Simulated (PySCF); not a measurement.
C2HAlN2O2.

```xyz
8

Al     0.0000     0.0000     1.1440
H      0.0000     0.0000     2.7083
N      0.0000     1.5126     0.2269
C      0.0000     2.5402    -0.3968
O      0.0000     3.5389    -0.9997
N      0.0000    -1.5126     0.2269
C      0.0000    -2.5402    -0.3968
O      0.0000    -3.5389    -0.9997
```
Charge 0, spin multiplicity 1.

The structure is a stationary point at PBE0-D3(BJ)/def2-SVP. The structure was generated by enumeration; whether it is a known compound was not checked. Other conformers were not sampled.

Calculation: PBE/pcSseg-1 run with PySCF. Non-relativistic, no solvent.

Computed absolute GIAO shielding of each atom: isotropic value and principal components (ppm):
```
atom  σ(iso)    σ11    σ22    σ33   span
----  ------  -----  -----  -----  -----
Al1    447.4  414.5  421.6  506.0   91.6
H2      27.3   23.4   25.3   33.1    9.7
N3     200.9  127.1  148.8  326.7  199.6
C4      58.3  -52.9  -52.0  279.9  332.7
O5     188.6   83.4  102.0  380.3  296.9
N6     200.9  127.1  148.8  326.7  199.6
C7      58.3  -52.9  -52.0  279.9  332.7
O8     188.6   83.4  102.0  380.3  296.9
```
